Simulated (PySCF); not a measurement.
Constitutional and geometric isomers with formula H2ClFSi2. All species are isolated molecules in the gas phase. Strings in code marks are SMILES.

All values below come from CAM-B3LYP-D3(BJ)/def2-TZVP in PySCF. All candidates: neutral, multiplicity 1. Excitations are Tamm–Dancoff values on a coarser integration grid. The basis has no diffuse functions, so Rydberg states are missing or too high.

The T1 excitation (TDA) comes out as 1.66 eV, the brightest of the four lowest singlets (TDA) comes out as 4.16 eV and the S1 excitation (TDA) is 4.16 eV.

Identify which member has these values.
A. `F/[SiH]=[SiH]/Cl`
B. `F[Si](=[SiH2])Cl`
C. `F/[SiH]=[SiH]\Cl`

B, `F[Si](=[SiH2])Cl`. The others give `F/[SiH]=[SiH]/Cl`: 1.22 eV, 4.09 eV, 3.55 eV; `F/[SiH]=[SiH]\Cl`: 1.30 eV, 4.28 eV, 3.59 eV
